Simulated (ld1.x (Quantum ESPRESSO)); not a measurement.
**u(r) = r·R(r): atom against pseudo-atom (erbium)**

Columns: radius, all-electron u(r) and pseudo u(r) of the 5p shell (level -40.72 eV) of erbium in the configuration [Kr] 4d10 4f12 5s2 5p6 5d0 6s0 6p0; revPBE, scalar-relativistic, TM semilocal scheme, ld1.x (Quantum ESPRESSO) 7.5.

```
r (bohr)  all-electron   pseudo
   0.113       -0.1687  -0.0164
   0.226       -0.1474  -0.0644
   0.339        0.3461  -0.1408
   0.452        0.4620  -0.2404
   0.565        0.2430  -0.3562
   0.678       -0.0928  -0.4799
   0.791       -0.4095  -0.6023
   0.904       -0.6536  -0.7139
   1.017       -0.8166  -0.8061
   1.130       -0.9079  -0.8717
   1.243       -0.9428  -0.9070
   1.356       -0.9361  -0.9111
   1.469       -0.9009  -0.8875
   1.582       -0.8475  -0.8420
   1.695       -0.7835  -0.7820
   1.808       -0.7146  -0.7144
   1.921       -0.6448  -0.6447
   2.034       -0.5767  -0.5767
   2.147       -0.5121  -0.5121
   2.260       -0.4520  -0.4520
   2.373       -0.3971  -0.3971
   2.486       -0.3475  -0.3475
   2.599       -0.3030  -0.3030
   2.712       -0.2635  -0.2635
   2.825       -0.2286  -0.2286
   2.938       -0.1978  -0.1978
```

Question: How many radial nodes do the two functions have?

Answer: The all-electron 5p function has n − l − 1 = 3 (the table is too coarse to show those close to the nucleus); the pseudo-wave has 0, since the states of the same l below it are removed with the core.

Question: At about which radius was the pseudo-wave matched?

Answer: 2.04 bohr. The columns agree to 0.0005 from 1.81 bohr on; several derivatives are matched, so the curves merge somewhat inside the radius.

Question: Is the pseudo-wave norm-conserving?

Answer: Yes: the TM semilocal scheme keeps the norm inside the radius equal to the all-electron one, which fixes the energy derivative of the logarithmic derivative at the level.
